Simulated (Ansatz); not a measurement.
Consider the hydrogen abstraction from the S–H bond: `C[SiH](S)Cl` + Cl• → `C[SiH]([S])Cl`• + HCl.

Isolated molecules relaxed with PBE0-D4/def2-TZVP in Ansatz; ΔE leaves out vibrations. CCSD(T)/CBS adds triple-zeta CCSD(T) − MP2 to the extrapolated MP2 energy (def2 sets, frozen cores). This one scheme is used for every species, atoms too. DFT in def2-TZVPP. HSE06 is defined as in plane-wave codes. Open shells (•) are unrestricted, without spin–orbit coupling. Spin–orbit coupling would lower the free atoms: a little for Cl. Each species was taken in one conformer, which may not be the lowest.

```csv
species,HSE06 energy (Eh)
`C[SiH](S)Cl`,-1188.66284
Cl•,-459.98963
`C[SiH]([S])Cl`•,-1188.01699
HCl,-460.65753
```

Work out ΔE.

ΔE = (-1188.01699) + (-460.65753) − (-1188.66284) − (-459.98963) = -0.02205 Eh = -13.8 kcal/mol. CCSD(T)/CBS gives -12.5 kcal/mol.

Largest T1 diagnostic among the species: 0.012.

From r2SCAN to r2SCAN0 (25 % exact exchange), in def2-TZVPP and without D4, ΔE moves by +1.2 kcal/mol. Leaving LDA and LC-ωPBE aside and taking each functional with its dispersion term where it has one, the values, not all of them listed here, spread over 3.5 kcal/mol, from PBE-D4 to BHLYP-D4. LDA lies −2.0 kcal/mol from PBE without D4.
